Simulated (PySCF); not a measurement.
S2 (SMILES S=S), triplet, at a GFN2-xTB geometry; DF-HF/def2-TZVP (PySCF).

The PySCF input:
```python
from pyscf import gto, scf

mol = gto.Mole()
mol.atom = '''
    S    -0.00000000   -0.00000000   -0.95002097
    S     0.00000000    0.00000000    0.95002097
'''
mol.basis = 'def2-tzvp'
mol.spin = 2
mol.verbose = 4
mol.build()

mf = scf.UHF(mol)
mf = mf.density_fit(auxbasis='def2-universal-jkfit')
mf.kernel()
mf.analyze()
```

The log (banner, timings and long lists left out):

```
PySCF version 2.14.0

[INPUT] verbose = 4
[INPUT] num. atoms = 2
[INPUT] num. electrons = 32
[INPUT] charge = 0
[INPUT] spin (= nelec alpha-beta = 2S) = 2
[INPUT] symmetry False subgroup None
[INPUT] Mole.unit = angstrom
[INPUT] Symbol           X                Y                Z      unit          X                Y                Z       unit  Magmom
[INPUT]  1 S      0.000000000000   0.000000000000  -0.950020970000 AA    0.000000000000   0.000000000000  -1.795279445894 Bohr   0.0
[INPUT]  2 S      0.000000000000   0.000000000000   0.950020970000 AA    0.000000000000   0.000000000000   1.795279445894 Bohr   0.0

nuclear repulsion = 71.2980925018529
number of shells = 26
number of NR pGTOs = 126
number of NR cGTOs = 74
basis = def2-tzvp
ecp = {}

******** <class 'pyscf.df.df_jk.DFUHF'> ********
method = DFUHF
initial guess = minao
damping factor = 0
level_shift factor = 0
DIIS = <class 'pyscf.scf.diis.CDIIS'>
diis_start_cycle = 1
diis_space = 8
diis_damp = 0
SCF conv_tol = 1e-09
SCF conv_tol_grad = None
SCF max_cycles = 50
direct_scf = False
number electrons alpha = 17  beta = 15
Set gradient conv threshold to 3.16228e-05
******** <class 'pyscf.df.df.DF'> ********
auxbasis = def2-universal-jkfit
init E= -795.119724971592

cycle= 1 E= -795.056587040784  delta_E= 0.0631  |g|= 0.167  |ddm|= 1.13
cycle= 2 E= -795.079163048113  delta_E= -0.0226  |g|= 0.0768  |ddm|= 0.202
cycle= 3 E= -795.083192618542  delta_E= -0.00403  |g|= 0.031  |ddm|= 0.0743
cycle= 4 E= -795.084662632577  delta_E= -0.00147  |g|= 0.00703  |ddm|= 0.0601
cycle= 5 E= -795.084738361027  delta_E= -7.57e-05  |g|= 0.00174  |ddm|= 0.0141
cycle= 6 E= -795.084743299191  delta_E= -4.94e-06  |g|= 0.000496  |ddm|= 0.00305
cycle= 7 E= -795.084743674384  delta_E= -3.75e-07  |g|= 0.000158  |ddm|= 0.000767
cycle= 8 E= -795.084743717368  delta_E= -4.3e-08  |g|= 4.97e-05  |ddm|= 0.000311
cycle= 9 E= -795.084743721975  delta_E= -4.61e-09  |g|= 1.2e-05  |ddm|= 0.000123
cycle= 10 E= -795.08474372223  delta_E= -2.54e-10  |g|= 3.1e-06  |ddm|= 2.58e-05
Extra cycle  E= -795.084743722241  delta_E= -1.1e-11  |g|= 1.5e-06  |ddm|= 4.32e-06
converged SCF energy = -795.084743722241  <S^2> = 2.0554351  2S+1 = 3.0367319
**** SCF Summaries ****
Total Energy =                        -795.084743722240773
Nuclear Repulsion Energy =              71.298092501852892
One-electron Energy =                -1240.967938777134577
Two-electron Energy =                  374.585102553040883
Two-electron Coulomb Energy =          424.654011004513279
DFT Exchange-Correlation Energy =      -50.068908451472396
**** MO energy ****
                             alpha | beta                alpha | beta
MO #1   energy= -92.0164084583654  | -92.0039552100336  occ= 1 | 1
MO #2   energy= -92.0164029610611  | -92.0039523690986  occ= 1 | 1
MO #3   energy= -9.01783786496982  | -9.0057138084107   occ= 1 | 1
MO #4   energy= -9.01749332667707  | -9.00526238625149  occ= 1 | 1
MO #5   energy= -6.70531761748952  | -6.6892624700297   occ= 1 | 1
MO #6   energy= -6.7053176174895   | -6.68824535062602  occ= 1 | 1
MO #7   energy= -6.70525895725135  | -6.67613593670686  occ= 1 | 1
MO #8   energy= -6.70525895725133  | -6.67613593670683  occ= 1 | 1
MO #9   energy= -6.69478500247105  | -6.67603656980515  occ= 1 | 1
MO #10  energy= -6.69381523678408  | -6.67603656980512  occ= 1 | 1
MO #11  energy= -1.10869844202086  | -1.04444122928603  occ= 1 | 1
MO #12  energy= -0.867668748205414 | -0.725173668280469 occ= 1 | 1
MO #13  energy= -0.533799372619817 | -0.492668774755618 occ= 1 | 1
MO #14  energy= -0.533799372619807 | -0.409889698229455 occ= 1 | 1
MO #15  energy= -0.531885122533998 | -0.409889698229427 occ= 1 | 1
MO #16  energy= -0.380589016138596 | 0.010989551113071  occ= 1 | 0
MO #17  energy= -0.380589016138571 | 0.0109895511130752 occ= 1 | 0
MO #18  energy= 0.127678438529934  | 0.153031813253211  occ= 0 | 0
MO #19  energy= 0.309436857290127  | 0.319808887647774  occ= 0 | 0
MO #20  energy= 0.353978997257832  | 0.366721917954614  occ= 0 | 0
MO #21  energy= 0.353978997257838  | 0.366721917954641  occ= 0 | 0
MO #22  energy= 0.367618701483587  | 0.380966590623713  occ= 0 | 0
MO #23  energy= 0.420161544108768  | 0.478633935002099  occ= 0 | 0
MO #24  energy= 0.420161544108787  | 0.478633935002114  occ= 0 | 0
MO #25  energy= 0.431280579757836  | 0.478785739284582  occ= 0 | 0

To work with the spin densities directly, `use mulliken_meta_spin()` only printing them here.

 ** Mulliken spin pop alpha/beta on meta-lowdin orthogonal AOs **
 ** Mulliken Spin Density (per AO)  **
spin_pop of  0 S 1s       -0.00000
spin_pop of  0 S 2s        0.00000
spin_pop of  0 S 3s        0.02551
spin_pop of  0 S 4s        0.00072
spin_pop of  0 S 5s        0.00001
spin_pop of  0 S 2px       0.00002
spin_pop of  0 S 2py       0.00002
spin_pop of  0 S 2pz       0.00000
spin_pop of  0 S 3px       0.50936
spin_pop of  0 S 3py       0.50936
spin_pop of  0 S 3pz      -0.03215
spin_pop of  0 S 4px       0.00235
spin_pop of  0 S 4py       0.00235
spin_pop of  0 S 4pz       0.00142
spin_pop of  0 S 5px       0.00003
spin_pop of  0 S 5py       0.00003
spin_pop of  0 S 5pz       0.00018
spin_pop of  0 S 6px       0.00011
spin_pop of  0 S 6py       0.00011
spin_pop of  0 S 6pz       0.00009
spin_pop of  0 S 3dxy     -0.00000
spin_pop of  0 S 3dyz     -0.01098
spin_pop of  0 S 3dz^2     0.00428
spin_pop of  0 S 3dxz     -0.01098
spin_pop of  0 S 3dx2-y2   -0.00000
spin_pop of  0 S 4dxy      0.00000
spin_pop of  0 S 4dyz     -0.00004
spin_pop of  0 S 4dz^2     0.00003
spin_pop of  0 S 4dxz     -0.00004
spin_pop of  0 S 4dx2-y2    0.00000
spin_pop of  0 S 4f-3      0.00000
spin_pop of  0 S 4f-2      0.00000
spin_pop of  0 S 4f-1     -0.00085
spin_pop of  0 S 4f+0     -0.00009
spin_pop of  0 S 4f+1     -0.00085
spin_pop of  0 S 4f+2      0.00000
spin_pop of  0 S 4f+3      0.00000
spin_pop of  1 S 1s       -0.00000
spin_pop of  1 S 2s        0.00000
spin_pop of  1 S 3s        0.02551
spin_pop of  1 S 4s        0.00072
spin_pop of  1 S 5s        0.00001
spin_pop of  1 S 2px       0.00002
spin_pop of  1 S 2py       0.00002
spin_pop of  1 S 2pz       0.00000
spin_pop of  1 S 3px       0.50936
spin_pop of  1 S 3py       0.50936
spin_pop of  1 S 3pz      -0.03215
spin_pop of  1 S 4px       0.00235
spin_pop of  1 S 4py       0.00235
spin_pop of  1 S 4pz       0.00142
spin_pop of  1 S 5px       0.00003
spin_pop of  1 S 5py       0.00003
spin_pop of  1 S 5pz       0.00018
spin_pop of  1 S 6px       0.00011
spin_pop of  1 S 6py       0.00011
spin_pop of  1 S 6pz       0.00009
spin_pop of  1 S 3dxy     -0.00000
spin_pop of  1 S 3dyz     -0.01098
spin_pop of  1 S 3dz^2     0.00428
spin_pop of  1 S 3dxz     -0.01098
spin_pop of  1 S 3dx2-y2   -0.00000
spin_pop of  1 S 4dxy      0.00000
spin_pop of  1 S 4dyz     -0.00004
spin_pop of  1 S 4dz^2     0.00003
spin_pop of  1 S 4dxz     -0.00004
spin_pop of  1 S 4dx2-y2    0.00000
spin_pop of  1 S 4f-3      0.00000
spin_pop of  1 S 4f-2      0.00000
spin_pop of  1 S 4f-1     -0.00085
spin_pop of  1 S 4f+0     -0.00009
spin_pop of  1 S 4f+1     -0.00085
spin_pop of  1 S 4f+2      0.00000
spin_pop of  1 S 4f+3     -0.00000
 ** Mulliken Spin Density (per atom)  **
spin density of  0 S =      1.00000
spin density of  1 S =      1.00000
 ** Mulliken pop alpha/beta on meta-lowdin orthogonal AOs **
 ** Mulliken pop       alpha | beta **
In total            17.00000 | 15.00000
 ** Mulliken atomic charges   ( Nelec_alpha | Nelec_beta ) **
charge of  0S =      0.00000  (     8.50000      7.50000 )
charge of  1S =     -0.00000  (     8.50000      7.50000 )
Dipole moment(X, Y, Z, Debye):  0.00000,  0.00000, -0.00000
```
